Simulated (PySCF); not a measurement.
germyloxygermane (Ge₂H₆O), SMILES [GeH3][O][GeH3]. Geometry optimised at PBE0-D3(BJ)/def2-SVP.

Computed equilibrium geometry at PBE0-D3(BJ)/def2-SVP (PySCF confirms it by a frequency run) as Cartesian coordinates in Å, and its point group:
point group C2v.
```xyz
9

Ge     1.6082     0.0000     0.0624
O      0.0000     0.0000    -0.6924
Ge    -1.6082     0.0000     0.0624
H      2.6151     0.0000    -1.0964
H      1.7633     1.2633     0.9352
H      1.7633    -1.2633     0.9352
H     -1.7633    -1.2633     0.9352
H     -2.6151     0.0000    -1.0964
H     -1.7633     1.2633     0.9352
```
